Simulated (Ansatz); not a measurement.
Geometry optimisation, UKS B3LYP-D4/STO-3G in Ansatz 0.2.0.

The input (input.yaml):

```yaml
crystal:
  periodic: [false, false, false]
  atoms:
    - { symbol: B, position_ang: [0.3128, 1.7685, 0.2798] }
    - { symbol: C, position_ang: [-0.5229, 0.4542, 0.3527] }
    - { symbol: C, position_ang: [-1.7257, 0.3031, -0.2807] }
    - { symbol: S, position_ang: [0.2416, -0.8781, 1.3234] }
    - { symbol: C, position_ang: [1.0876, -1.6113, -0.09] }
    - { symbol: H, position_ang: [1.2989, 1.9504, 0.8237] }
    - { symbol: H, position_ang: [-0.1389, 2.721, -0.3545] }
    - { symbol: H, position_ang: [-2.1926, -0.6212, -0.2018] }
    - { symbol: H, position_ang: [-2.1279, 1.1204, -0.812] }
    - { symbol: H, position_ang: [0.3848, -1.8959, -0.8564] }
    - { symbol: H, position_ang: [1.6203, -2.5055, 0.2959] }
    - { symbol: H, position_ang: [1.8389, -0.8606, -0.446] }
magnetization:
  spin_polarized: true
basis:
  gaussian: { orbitals: STO-3G }
hamiltonian:
  xc: b3lyp
  dispersion: d4
relax:
  f_tol: 0.02
  max_steps: 40
```

Command:

```bash
$ ansatz run input.yaml --threads 1 --pin off --max-ram 2048MiB --backend cpu --events-out ev --progress --plain --runs-dir out
```

Q: Where does it end, and by what steps?

A: It converged. Limits of this set-up: minimal basis. After 21 steps the energy has fallen by 0.655 eV; H10 moved furthest, 1.54 Å.

```csv
step,energy less start (eV),largest force component (eV/Å),accepted
0,0.0000,3.522,yes
1,-0.3132,1.078,yes
2,-0.3749,0.878,yes
3,-0.4415,0.400,yes
4,-0.4733,0.460,yes
5,-0.5001,0.678,yes
6,-0.5639,0.447,yes
7,-0.6017,0.192,yes
8,-0.5955,0.535,no
9,-0.6176,0.063,yes
10,-0.6261,0.144,yes
11,-0.6230,0.507,no
12,-0.6326,0.082,yes
13,-0.6377,0.099,yes
14,-0.6412,0.288,yes
15,-0.6436,0.375,yes
16,-0.6519,0.091,yes
17,-0.6540,0.048,yes
18,-0.6548,0.091,yes
19,-0.6549,0.067,yes
20,-0.6548,0.115,no
21,-0.6553,0.015,yes
```

```xyz
12
Properties=species:S:1:pos:R:3
B 0.260 1.371 -0.284
C -0.749 0.254 0.031
C -2.069 0.609 0.077
S -0.353 -1.457 0.382
C 1.458 -1.482 0.146
H 1.420 1.204 -0.291
H -0.155 2.442 -0.522
H -2.876 -0.099 0.317
H -2.382 1.642 -0.122
H 1.751 -1.179 -0.872
H 1.786 -2.520 0.305
H 1.985 -0.839 0.867
```

Time of the run: 81 s on 1 thread of Arm Neoverse V1, with other jobs on the host, peak memory 0.15 GiB.
